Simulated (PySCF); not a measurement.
Compound: CH9PSi2.
Numbering: `[CH3:1][SiH2:2][SiH2:3][PH2:4]`

Cartesian coordinates in Å at the PBE0-D3(BJ)/def2-SVP level; atoms count from 1:
```xyz
13
CH9PSi2 angstrom
C     -1.6464    0.7000   -0.6557
Si    -0.7587   -0.9378   -0.3729
Si     1.0070   -0.6414    1.1425
P      2.4955    0.9282    0.4370
H     -2.0896    1.0691    0.2817
H     -0.9447    1.4621   -1.0277
H     -2.4528    0.5863   -1.3961
H     -1.7142   -1.9724    0.1382
H     -0.1771   -1.4440   -1.6579
H      0.4905   -0.1746    2.4692
H      1.7701   -1.9093    1.3646
H      2.5293    0.4389   -0.9065
H      1.4824    1.8957    0.1482
```

Computed with delta-SCF UKS SCAN, pcX-2 on the ionised atom, pcseg-1 elsewhere, spin-free X2C in PySCF. Each 1s hole has a ground state of its own, since the core basis sits on the ionised atom alone.

| ionised atom | basis functions | E(ionised) (Eh) | binding energy (eV) |
| --- | --- | --- | --- |
| C1 | 144 | -955.09232 | 290.349 |
| Si2 | 155 | -897.97518 | 1845.997 |
| Si3 | 155 | -897.97266 | 1846.025 |
| P4 | 155 | -886.84381 | 2149.759 |

Task: Fill in the total energy of each ground state.

Result: With binding energy = E(ionised) − E(ground) and 27.2114 eV a hartree:

| atom | binding energy (Eh) | E(ground) (Eh) |
| --- | --- | --- |
| C1 | 10.6701 | -965.7624 |
| Si2 | 67.8392 | -965.8143 |
| Si3 | 67.8402 | -965.8128 |
| P4 | 79.0022 | -965.8460 |

Task: How much do the ground-state energies differ, and what would follow from using one of them for all holes?

Result: They run from -965.8460 Eh (core basis on P4) to -965.7624 Eh (on C1), 0.0836 Eh or 2.27 eV apart, though the state is the same; only basis and grid differ. Pairing the ion of C1 with the ground state of P4 would put its binding energy 2.27 eV too high.

The 2 Si 1s values lie within 0.03 eV of each other; Gaussian lines of 0.5 eV full width would blend them into one maximum.

Only 1s holes are shown. One conformer (not necessarily the lowest) at the PBE0-D3(BJ)/def2-SVP geometry, without solvent, vibrations or thermal averaging.

On an x86-64 server with one thread, no GPU, on a shared host, this took 67 s wall.
